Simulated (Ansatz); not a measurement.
SiSbH$_{7}$, singlet: harmonic vibrations of a pair.

Input (in.yaml):

```yaml
crystal:
  periodic: [false, false, false]
  atoms:
    - {symbol: Si, position_ang: [-0.132212, 0.041699, -1.859945]}
    - {symbol: H, position_ang: [1.199432, 0.680002, -1.707583]}
    - {symbol: H, position_ang: [-0.644115, 0.280102, -3.233199]}
    - {symbol: H, position_ang: [-1.075141, 0.635865, -0.876517]}
    - {symbol: H, position_ang: [-0.018310, -1.417473, -1.614845]}
    - {symbol: Sb, position_ang: [0.222567, 0.659323, 2.237885]}
    - {symbol: H, position_ang: [0.956695, -0.492884, 1.211795]}
    - {symbol: H, position_ang: [-1.252662, -0.199278, 2.214898]}
    - {symbol: H, position_ang: [0.743846, -0.187259, 3.627511]}
basis:
  gaussian: {orbitals: def2-TZVP}
hamiltonian: {xc: pbe0, dispersion: d4}
phonons: {temperatures: {t_min: 298.15, t_max: 900, t_step: 200}}
```

Command:

```bash
ansatz run in.yaml --threads 4 --pin off --events-out ev --progress --plain --max-ram 9574MiB
```

What Ansatz 0.2.0 printed:

```
Functional definition: PBE0
  name "PBE0"
  cite "Adamo & Barone, J. Chem. Phys. 110, 6158 (1999) doi:10.1063/1.478522"
  cite "Perdew, Burke & Ernzerhof, Phys. Rev. Lett. 77, 3865 (1996) doi:10.1103/PhysRevLett.77.3865"
  parent pbe
  parameter a = 0.25
  parameter kappa = 0.804
  parameter beta = 0.06672455060314922
  exchange = (1 - a)*pbe_x(kappa = kappa, mu = beta*pi^2/3) + a*exact_x
  correlation = pbe_c(beta = beta)
1017 factors; their error is unknown
mean field evaluation 1: about -14524.4034 eV, gradient 1.2e1 eV
mean field evaluation 2: about -14524.7095 eV, gradient 7.7e0 eV
mean field evaluation 4: about -14524.8522 eV, gradient 3.7e-1 eV
mean field evaluation 8: about -14525.0636 eV, gradient 8.1e-2 eV
mean field -14525.06359848 eV, -533.7862418025 hartree, gradient 4.0e-5 eV, S^2 0.000000; 0 other end points of the search recorded, 0 dependent functions left out
the calculation of the forces begins
reference -14525.06363638 eV, -533.7862431951 hartree; 22, 22 occupied and 107, 107 virtual orbitals, 1017 factors
these checks for a lower state are left out or cut short: stability, starts, cluster_reference, orbital_swaps, neighbouring_geometries, increment
1017 factors; their error is unknown
mean field evaluation 16: about -14524.8524 eV, gradient 3.0e-4 eV
Total energy: -14525.18570852 eV, -533.7907292635 hartree
Atom 0 at    -0.132212     0.041699    -1.859945 Å, force     0.000319    -0.000530     0.000968 eV/Å
Atom 1 at     1.199432     0.680002    -1.707583 Å, force    -0.000870    -0.000862     0.000238 eV/Å
Atom 2 at    -0.644115     0.280102    -3.233199 Å, force    -0.000029     0.000153    -0.000057 eV/Å
Atom 3 at    -1.075141     0.635865    -0.876517 Å, force     0.000910    -0.000641    -0.000968 eV/Å
Atom 4 at    -0.018310    -1.417473    -1.614845 Å, force    -0.000544     0.001694    -0.000293 eV/Å
Atom 5 at     0.222567     0.659323     2.237885 Å, force    -0.000048    -0.000436     0.000923 eV/Å
Atom 6 at     0.956695    -0.492884     1.211795 Å, force    -0.001286     0.000511     0.000743 eV/Å
Atom 7 at    -1.252662    -0.199278     2.214898 Å, force     0.001466    -0.000494    -0.000974 eV/Å
Atom 8 at     0.743846    -0.187259     3.627511 Å, force     0.000082     0.000605    -0.000580 eV/Å
Dipole moment:     0.004055     0.059840    -0.017261 e Å
Vibrations: 12.20 43.11 79.01 90.60 103.45 144.80 804.32 844.55 847.65 902.99 906.19 907.21 966.15 968.65 1965.56 1971.55 1977.25 2230.34 2239.56 2245.20 2248.50 cm⁻¹, zero-point energy 1.394749 eV

[the SCF lines of later steps are left out]
```

The lines “mean field evaluation” count trial sets of orbitals through the whole run, from several starts and some on an approximate energy, so they need not fall steadily or lie above the final value.

Hardware: 4 CPU threads of an Arm Neoverse V1, shared host. Wall time about 48 s.
